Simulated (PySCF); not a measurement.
C6H7BN2.
Atom-mapped SMILES: `[N:1]#[C:2][BH2-:3][n+:4]1[cH:5][cH:6][cH:7][cH:8][cH:9]1` (hydrogens: H10, H11 on B3; H12 on C5; H13 on C6; H14 on C7; H15 on C8; H16 on C9)

Cartesian coordinates in Å at the PBE0-D3(BJ)/def2-SVP level; atoms count from 1:
```xyz
16
C6H7BN2 angstrom
N     -3.0138   -2.0073    0.0996
C     -2.5495   -0.9432    0.1334
B     -1.8363    0.4574    0.1832
N     -0.2550    0.2177    0.3082
C      0.3011   -1.0003    0.3198
C      1.6763   -1.1715    0.4247
C      2.4932   -0.0512    0.5200
C      1.9018    1.2125    0.5071
C      0.5256    1.3068    0.4004
H     -2.1664    1.1014    1.1660
H     -2.0086    1.0904   -0.8463
H     -0.3937   -1.8400    0.2427
H      2.0884   -2.1816    0.4309
H      3.5771   -0.1566    0.6035
H      2.4990    2.1225    0.5794
H     -0.0003    2.2630    0.3852
```

All values: wB97X-D/def2-SVPD (PySCF, non-relativistic), on one gas-phase PBE0-D3(BJ)/def2-SVP geometry that isn't relaxed in the solvent. The solvent is an IEF-PCM continuum (cavity from Bondi-type radii × 1.2), and excitations are vertical TDDFT with non-equilibrium linear response and a frozen core. The model holds no explicit solvent molecules, cavitation or dispersion.

Gas-phase singlets (H = HOMO, L = LUMO):

```tsv
state	E (eV)	λ (nm)	f	leading configuration
S1	5.170	240	0.110	H→L 92%
S2	5.376	231	0.031	H-2→L 55%
S3	6.151	202	0.092	H→L+1 65%
S4	6.246	199	0.004	H-1→L 86%
S5	6.555	189	0.013	H-2→L+1 49%
```

Problem. What are the lowest 5 singlets in dimethylsulfoxide (ε = 46.83)?

Solution. 
```tsv
state	E (eV)	λ (nm)	f	leading configuration	change by rank (eV)
S1	5.404	229	0.089	H-1→L 57%	+0.234
S2	5.902	210	0.137	H→L 65%	+0.526
S3	6.658	186	0.363	H-1→L+1 39%	+0.507
S4	6.789	183	0.133	H→L+1 45%	+0.543
S5	6.955	178	0.004	H-5→L 46%	+0.400
```

Problem. How do the frontier levels move from gas to dimethylsulfoxide?

Solution. 
```csv
orbital,gas (eV),solvent (eV),change (eV),"Löwdin shares, gas","Löwdin shares, solvent"
LUMO+2,1.65,1.99,+0.34,"C8 16 %, C7 16 %, B3 12 %, C6 10 %","B3 42 %, C2 10 %, N1 7 %, C9 6 %"
LUMO+1,-0.01,0.63,+0.64,"C8 20 %, C5 18 %, C6 18 %, C9 17 %","C8 20 %, C6 18 %, C5 18 %, C9 16 %"
LUMO,-0.74,-0.12,+0.62,"C7 24 %, N4 21 %, C9 13 %, C5 12 %","C7 24 %, N4 21 %, C9 13 %, C5 13 %"
HOMO,-9.63,-9.92,-0.29,"B3 23 %, N1 21 %, C2 16 %, H11 13 %","B3 19 %, H11 12 %, H10 11 %, C6 10 %"
HOMO-1,-10.59,-10.20,+0.39,"N1 45 %, C2 33 %, B3 9 %","C8 21 %, C5 21 %, C9 15 %, C6 12 %"
HOMO-2,-10.82,-11.31,-0.49,"C5 22 %, C8 21 %, C9 19 %, C6 18 %","N1 34 %, C2 25 %, B3 13 %, H10 7 %"
HOMO-3,-11.21,-11.32,-0.11,"N1 29 %, C2 25 %, N4 10 %, C7 9 %","N1 21 %, C7 17 %, C2 16 %, N4 11 %"
```

The HOMO–LUMO gap goes from 8.89 to 9.80 eV. Rows go by rank; for HOMO-2, HOMO-1, HOMO and LUMO+2 the atom shares or the degeneracy differ between the runs, so the row needn't follow one orbital.
